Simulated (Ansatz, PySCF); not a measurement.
C₃H₁₁NOSi, SMILES CC(C)O[SiH2]N.

Geometry: TPSSh-D3(BJ)/def2-SVP. This is a generated structure with no PubChem entry under its InChIKey; it may be hypothetical. The values are those of a single conformer.

Vertical ionisation energy (IE) and electron affinity (EA) in eV. Rows of orbital energies are one-electron estimates. Where ΔSCF, EOM or ADC give a negative EA the extra electron is unbound and the value depends on the basis.

```
level                                                                       IE     EA
------------------------------------------------------------------------  ----  -----
−ε(HOMO), −ε(LUMO), PBE0/def2-TZVP (PySCF)                                7.47  -0.66
−ε(HOMO), −ε(LUMO), PBE/def2-TZVP (PySCF)                                 6.02   0.17
ΔSCF, CAM-B3LYP/def2-SVPD (Ansatz), final states of multiplicity 2 and 2  9.76  -1.68
ΔSCF, PBE/def2-SVPD (Ansatz), final states of multiplicity 2 and 2         [?]    [?]
```

Q: What belongs in the gaps? (An estimate is asked for; the answer gives what the named calculation found.)

A: 
- ΔSCF, PBE/def2-SVPD (Ansatz, a quantum-chemistry and plane-wave program), final states of multiplicity 2 and 2, IE: 9.02
- ΔSCF, PBE/def2-SVPD (Ansatz), final states of multiplicity 2 and 2, EA: -1.34

Q: What vertical singlet–triplet gap does ΔSCF give with CAM-B3LYP/def2-SVPD (Ansatz) and with PBE/def2-SVPD (Ansatz)? (An estimate is asked for; the answer gives what the named calculation found.)

A: 6.40 and 5.79 eV (triplet above singlet where positive).
